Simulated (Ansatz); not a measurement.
Harmonic frequencies (cm⁻¹) at PBE0-D4/def2-TZVP from Ansatz: 240, 258, 283, 443, 572, 606, 1044, 1156, 1173, 1276, 1349, 1425, 3121, 3788, 3806.

Each molecule was computed in one conformer, which needn't be the lowest.

Q: Which molecule is it?
A. `OC(O)O`
B. `F[SiH2][O][ZnH]`
C. `OC(O)I`
D. `[AlH2][O][GaH2]`

A: C.
